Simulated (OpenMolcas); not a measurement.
# Fe3+, Ru3+, Os3+: d5 down the group

- Program: OpenMolcas 26.06
- Method: RASSCF
- Basis: ANO-RCC-VQZP
- Scalar Hamiltonian: DKH2, point nucleus
- Spin-orbit coupling: state interaction with AMFI integrals over the reference wave functions, term energies averaged over their components

Active space for each ion: 11 electrons in 8 orbitals (RAS1 p, at most 2 holes; RAS2 d).

Computed levels in cm-1 above 6S 5/2:

```json
{"Level": "4G 7/2", "Fe3+": "38442", "Ru3+": "28175", "Os3+": "25225"}
{"Level": "4G 11/2", "Fe3+": "38452", "Ru3+": "28265", "Os3+": "26273"}
{"Level": "4G 9/2", "Fe3+": "38462", "Ru3+": "28330", "Os3+": "27017"}
{"Level": "4P 3/2", "Fe3+": "39354", "Ru3+": "29146", "Os3+": "25393"}
{"Level": "4P 1/2", "Fe3+": "39398", "Ru3+": "29546", "Os3+": "27848"}
{"Level": "4D 7/2", "Fe3+": "45422", "Ru3+": "33150", "Os3+": "31819"}
{"Level": "4D 1/2", "Fe3+": "45477", "Ru3+": "33650", "Os3+": "34993"}
{"Level": "4D 3/2", "Fe3+": "45515", "Ru3+": "33893", "Os3+": "35833"}
{"Level": "2I 11/2", "Fe3+": "56258", "Ru3+": "41126", "Os3+": "37617"}
{"Level": "weight of 6S in the lowest level (%)", "Fe3+": "100", "Ru3+": "99", "Os3+": "90"}
```

Mixed levels, with the weight of the term that names them: Os3+ 4G 7/2 (71 %), Os3+ 4P 3/2 (55 %), Os3+ 4P 1/2 (74 %), Os3+ 4D 7/2 (73 %), Os3+ 4D 3/2 (53 %), Os3+ 2I 11/2 (74 %).

Measured, with the error of the calculation in %. Measured levels: Fe3+ from Corliss and Sugar, J. Phys. Chem. Ref. Data 11, 135 (1982).

```json
{"Level": "4G 11/2", "Fe3+": "32246 (+19.2)"}
{"Level": "4P 3/2", "Fe3+": "35333 (+11.4)"}
{"Level": "4P 1/2", "Fe3+": "35407 (+11.3)"}
{"Level": "4D 7/2", "Fe3+": "38779 (+17.1)"}
{"Level": "4D 1/2", "Fe3+": "38897 (+16.9)"}
```

Without spin-orbit coupling 4G lies 38449, 28242, 26055 cm-1 above 6S in that order; the difference to the level 4G 7/2, of either sign, comes from spin-orbit coupling, which also lowers the zero.

Without dynamic correlation excited terms often stand tens of per cent too high (terms of higher spin than the ground term too low), and those without a measured partner can miss by more than the paired ones. Active for correlation alone: 3p; no level in the range computed is led by a configuration that opens it, so any true level of that kind is missing (holds for Fe3+). Active for correlation alone: 4p; no level in the range computed is led by a configuration that opens it, so any true level of that kind is missing (holds for Ru3+). Active for correlation alone: 5p; no level in the range computed is led by a configuration that opens it, so any true level of that kind is missing (holds for Os3+). Computed and measured levels are paired by configuration, term and J; levels that our copy of the source lacks, or whose pairing is in doubt (as where it misses far off the trend of its configuration), stay unpaired and out of the deviations. Only configurations of the active space appear.
